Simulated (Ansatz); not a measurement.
CuBr₂, relaxed as a doublet with UKS PBE-D4/def2-TZVP in Ansatz, starting from the GFN2-xTB geometry. Force threshold 0.02 eV/Å.

The gap within one spin of the charge 0 doublet nearly closes, so an electron or hole may be smeared out by delocalisation error.

Start:

Cartesian coordinates in Å:
```
Cu 0.000 0.000 0.000
Br -0.168 2.198 -0.176
Br 0.168 -2.198 0.176
```

Task: Estimate the energy that the relaxation releases and the steps that it takes.

Result: 0.0 kcal/mol, in 3 steps; 11 s on 4 threads of Arm Neoverse N1 on a shared host. No frequencies were taken in this run, so the end may be a saddle point.

Task: Does the start keep its bonding and symmetry?

Result: By distances, no bond broke or formed. The bond that changes most is Cu1–Br2, from 2.21 to 2.22 Å (atoms count from 1). Point group D∞h at the start, D∞h at the end, both within 0.05 Å.

Task: Predict the relaxed structure.

Result: 
```xyz
3

Cu    0.000    0.000    0.000
Br   -0.168    2.205   -0.176
Br    0.168   -2.205    0.176
```
Bond lengths: 2 × Br–Cu 2.22 Å.
